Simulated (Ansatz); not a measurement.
The inner images of a band of CH4SZn + H4Si (12 atoms, charge 0, multiplicity 1) are given out of order.

The calculation used Ansatz 0.2.0, RKS PBE0/def2-mTZVP.

Initial state:

```xyz
12
Properties=species:S:1:pos:R:3
Zn 0.342 0.543 1.800
S 0.163 2.717 1.942
C 0.513 -1.389 1.786
H -0.211 0.644 -0.957
Si -0.556 0.109 -2.305
H 0.105 2.901 0.601
H 0.755 -1.765 2.783
H -0.418 -1.863 1.465
H 1.306 -1.708 1.106
H -1.193 -1.222 -2.146
H 0.689 -0.015 -3.106
H -1.496 1.048 -2.969
```

Final state:

```xyz
12
Properties=species:S:1:pos:R:3
Zn -0.046 -0.667 0.076
S -0.338 2.124 0.857
C 0.425 -1.352 1.856
H 0.017 2.766 -0.277
Si -0.537 -0.272 -2.225
H 0.875 2.294 1.425
H 1.375 -0.940 2.210
H -0.338 -1.095 2.598
H 0.525 -2.441 1.854
H -0.679 -1.487 -3.083
H 0.523 0.563 -2.881
H -1.803 0.508 -2.410
```

Q: Put them in order from the first end to the last, with their energies above the first end.
A.
```xyz
12
Properties=species:S:1:pos:R:3
Zn -0.006 0.256 1.067
S -0.465 2.440 1.229
C 0.509 -1.497 1.736
H -0.529 0.958 -0.758
Si -0.509 0.264 -2.101
H 0.700 2.773 0.622
H 1.204 -1.273 2.551
H -0.360 -1.990 2.177
H 0.996 -2.199 1.059
H -0.935 -1.160 -2.062
H 0.867 0.354 -2.649
H -1.472 1.075 -2.872
```
B.
```xyz
12
Properties=species:S:1:pos:R:3
Zn -0.030 0.006 0.630
S -0.568 2.380 0.937
C 0.519 -1.505 1.736
H -0.578 1.367 -0.449
Si -0.454 0.193 -1.951
H 0.704 2.748 0.654
H 1.175 -1.172 2.542
H -0.360 -1.972 2.189
H 1.040 -2.263 1.149
H -0.907 -1.214 -2.169
H 0.879 0.356 -2.603
H -1.419 1.075 -2.666
```
C.
```xyz
12
Properties=species:S:1:pos:R:3
Zn 0.028 -0.604 0.192
S -0.353 2.204 0.998
C 0.484 -1.510 1.870
H -0.831 2.492 -0.232
Si -0.411 -0.127 -2.106
H 0.884 2.654 0.694
H 1.116 -0.907 2.526
H -0.416 -1.773 2.431
H 1.019 -2.439 1.656
H -1.003 -1.271 -2.864
H 0.833 0.257 -2.847
H -1.351 1.025 -2.318
```
D.
```xyz
12
Properties=species:S:1:pos:R:3
Zn 0.003 -0.310 0.356
S -0.500 2.400 0.968
C 0.511 -1.517 1.805
H -0.741 1.964 -0.298
Si -0.411 0.008 -1.989
H 0.763 2.765 0.655
H 1.155 -1.092 2.577
H -0.374 -1.937 2.290
H 1.048 -2.346 1.334
H -0.958 -1.281 -2.502
H 0.863 0.276 -2.728
H -1.360 1.070 -2.468
```
E.
```xyz
12
Properties=species:S:1:pos:R:3
Zn 0.230 0.516 1.808
S -0.065 2.681 1.882
C 0.486 -1.406 1.843
H -0.274 0.653 -0.972
Si -0.529 0.140 -2.348
H 0.365 2.880 0.614
H 1.118 -1.701 2.684
H -0.469 -1.927 1.940
H 0.966 -1.755 0.926
H -1.065 -1.241 -2.254
H 0.750 0.134 -3.103
H -1.513 1.025 -3.021
```
F.
```xyz
12
Properties=species:S:1:pos:R:3
Zn 0.098 0.426 1.538
S -0.301 2.582 1.538
C 0.496 -1.454 1.811
H -0.503 0.754 -0.850
Si -0.534 0.215 -2.238
H 0.620 2.834 0.579
H 1.251 -1.536 2.596
H -0.392 -1.996 2.142
H 0.884 -1.956 0.921
H -0.967 -1.204 -2.193
H 0.834 0.309 -2.808
H -1.487 1.026 -3.036
```
G.
```xyz
12
Properties=species:S:1:pos:R:3
Zn -0.014 -0.692 0.111
S -0.333 2.121 0.929
C 0.443 -1.429 1.872
H -0.413 2.711 -0.283
Si -0.481 -0.218 -2.180
H 0.970 2.441 1.080
H 1.204 -0.831 2.383
H -0.436 -1.461 2.524
H 0.827 -2.450 1.793
H -0.859 -1.386 -3.034
H 0.689 0.420 -2.866
H -1.595 0.774 -2.330
```

A: E (+0.1 kcal/mol), F (+1.3 kcal/mol), A (+10.4 kcal/mol), B (+37.4 kcal/mol), D (+21.3 kcal/mol), C (+15.4 kcal/mol), G (+14.8 kcal/mol).

The run took 4.8 min on 4 threads of Arm Neoverse N1, with other jobs on the host, peak memory 0.34 GiB.
